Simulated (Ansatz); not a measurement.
Reaction (formal exchange of groups at the Se–Sn bond): `C[Se][Sn]([Cl])([Cl])[Se]C` + `BF` → `C[Se]BF` + `C[Se][SnH]([Cl])[Cl]`

Gas-phase electronic energies from Ansatz, PBE0-D4/def2-TZVP geometries. CCSD(T)/CBS adds triple-zeta CCSD(T) − MP2 to the extrapolated MP2 energy (def2 sets, frozen cores). This one scheme is used for every species. Functionals use def2-TZVPP. B3LYP here is the variant with VWN-RPA as its local correlation; programs differ in this. HSE06 is defined as in plane-wave codes. Elements past krypton have def2 core potentials. For Se, Sn outer-core shells are correlated without core-valence functions, which leaves a few kJ/mol of doubt a bond. Scalar relativity is left out up to krypton. Each species was taken in one conformer, which may not be the lowest.

```tsv
level	ΔE (kJ/mol)	difference from CCSD(T)/CBS
revPBE-D4	7.9	-7.5
BLYP-D4	17.6	2.2
B3LYP-D4	16.8	1.4
HSE06-D4	7.0	-8.4
BHLYP-D4	20.4	5.0
CAM-B3LYP-D4	8.6	-6.8
ωB97X-V	5.6	-9.8
ωB97M-V	6.6	-8.8
PBE-QIDH	5.5	-9.9
BLYP	2.6	-12.8
r2SCAN	-0.3	-15.7
MP2/def2-SVP	12.3	-3.1
CCSD/def2-SVP	6.8	-8.6
CCSD(T)/def2-SVP	6.7	-8.7
CCSD/def2-TZVPP	5.6	-9.8
CCSD(T)/def2-TZVPP	6.7	-8.7
CCSD(T)/CBS	15.4	0
```

Largest T1 diagnostic among the species: 0.013.

Leaving LDA and LC-ωPBE aside and taking each functional with its dispersion term where it has one, the values, not all of them listed here, spread over 28.5 kJ/mol, from B97M-V to BHLYP-D4. LDA lies −10.4 kJ/mol from PBE without D4. The D4 term adds +13.7 kJ/mol with B3LYP and +8.4 kJ/mol with PBE0; it sums over pairs of atoms, weighted by their polarisabilities, and B3LYP, whose exchange is more repulsive, gets the larger term. At CCSD(T), def2-SVP lies −8.7 kJ/mol from the extrapolated value and def2-TZVPP −8.7 kJ/mol.

CCSD(T)/CBS has its own doubt, a few kJ/mol and more with outer-core shells, so smaller differences from it don't rank the levels.
